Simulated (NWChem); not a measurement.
## Correlation energy of H$_{6}$HfOSi

```
O
Si 1 1.6931
H 2 1.5017 1 108.98
H 2 1.5017 3 109.96 1 -119.39
H 2 1.5018 3 109.96 4 -121.23
Hf 1 1.9180 4 146.93 2 179.99
H 6 1.8643 1 107.86 4 -117.88
H 6 1.8643 7 111.04 1 -117.97
H 6 1.8644 7 111.04 1 117.98
```
Charge 0, spin multiplicity 1.

Everything below was run with NWChem. The geometry was optimised at PBE/def2-SVP with def2 effective core potentials on Hf, with no frequency check, so it may be a saddle point.

Basis set: def2-SVP. Each correlation energy counts from its own Hartree-Fock reference.

Effective core potentials replace the inner electrons of Hf; spin-orbit coupling is left out. The correlated methods keep 6 core orbitals frozen. The structure started from a generated list of species. Coupled-cluster values serve here as a point of comparison, not as the truth.

**Question.** Order these methods by the correlation energy they give, lowest first: SCS-MP2, MP2, CCSD, CCSD(T).

**Answer.** CCSD(T) (-566.1 mHa), CCSD (-551.6 mHa), MP2 (-509.4 mHa), SCS-MP2 (-508.3 mHa)
